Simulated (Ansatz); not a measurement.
C9H6N4, SMILES C1=CC2=NC=NC3=NC=CC(=C1)N23.

The structure is a stationary point at PBE0-D3(BJ)/def2-SVP.

Two levels are set side by side: PBE/def2-SVPD (Ansatz, a quantum-chemistry and plane-wave program) and CAM-B3LYP/def2-SVPD (Ansatz). Energy differences of separate SCF runs at the same geometry. Differences are taken from unrounded values.

```csv
quantity,CAM-B3LYP
vertical singlet–triplet gap (eV),1.98
```

What does PBE give, and how far is it from CAM-B3LYP? (Estimate from the structure and the level; the computed values follow.)


```csv
quantity,PBE,PBE minus CAM-B3LYP
vertical singlet–triplet gap (eV),1.77,-0.21
```
